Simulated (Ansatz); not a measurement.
Reaction (cleavage of the Si–Ga bond): `[NH2][GaH][SiH2]O` + `NBO` → `OBN[SiH2]O` + `[NH2][GaH2]`

Calculated with Ansatz (gas phase, PBE0-D4/def2-TZVP geometries, no zero-point term in ΔE). CBS: MP2 limit from def2 TZ/QZ plus the TZ coupled-cluster correction, frozen cores. This one scheme is used for every species. Functionals use def2-TZVPP. B3LYP here is the variant with VWN-RPA as its local correlation; programs differ in this. For Ga outer-core shells are correlated without core-valence functions, which leaves a few kJ/mol of doubt a bond. Scalar relativity is left out up to krypton. One conformer a species, not always the lowest.

```json
{"level": "ωB97X-V", "ΔE (kcal/mol)": "-11.7"}
{"level": "B3LYP", "ΔE (kcal/mol)": "-10.2"}
{"level": "HF/def2-TZVPP", "ΔE (kcal/mol)": "-14.6"}
{"level": "SCS-MP2/def2-QZVPP", "ΔE (kcal/mol)": "-13.4"}
```

Task: What does CCSD(T)/CBS give? (Estimate.)

Result: Ansatz gave: -11.7 kcal/mol. The listed levels differ from it by 0.0, 1.5, -2.9, -1.7 kcal/mol.

Largest T1 diagnostic among the species: 0.014.

From PBE to PBE0 (25 % exact exchange), in def2-TZVPP and without D4, ΔE moves by −1.6 kcal/mol. In def2-TZVPP, CCSD(T) changes the Hartree–Fock value by +2.4 kcal/mol (the triples alone add +0.1 kcal/mol) and MP2 by +1.2 kcal/mol.
